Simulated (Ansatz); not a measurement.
One change: `[CH3][GeH2][CH2][AlH2]` becomes `[CH3][GeH2][CH3]`.

Ansatz, PBE0-D4/def2-TZVP geometries, multiplicity 1. Each molecule was computed in one conformer, which needn't be the lowest.

Scalar relativity is left out up to krypton.

| property | `[CH3][GeH2][CH2][AlH2]` |
| --- | --- |
| size of the dipole moment (ωB97M-V/def2-TZVPP) / D | 2.14 |
| HOMO energy (PBE/def2-TZVPP) / eV | -6.31 |
| HOMO energy (PBE0/def2-TZVPP) / eV | -7.48 |
| HOMO energy (B3LYP/def2-TZVPP) / eV | -7.26 |
| size of the dipole moment (B3LYP/def2-TZVPP) / D | 2.14 |
| LUMO energy (PBE0/def2-TZVPP) / eV | -0.59 |

Problem. Give the same properties after the change, and the shifts. (Best estimate.)

Solution. Ansatz gave: 
```
                                          property  `[CH3][GeH2][CH3]`  shift
size of the dipole moment (ωB97M-V/def2-TZVPP) / D                0.68  -1.46
                 HOMO energy (PBE/def2-TZVPP) / eV               -7.28  -0.97
                HOMO energy (PBE0/def2-TZVPP) / eV               -8.53  -1.05
               HOMO energy (B3LYP/def2-TZVPP) / eV               -8.29  -1.03
  size of the dipole moment (B3LYP/def2-TZVPP) / D                0.70  -1.44
                LUMO energy (PBE0/def2-TZVPP) / eV                1.12   1.71
```

With PBE0 the HOMO falls by 1.05 eV and the LUMO rises by 1.71 eV, so the gap widens by about 2.76 eV. PBE moves the HOMO by -0.97 eV and ωB97M-V by -1.09 eV. Dipoles are sizes alone; their direction can turn.

B3LYP here is the variant with VWN-RPA as its local correlation; programs differ in this.
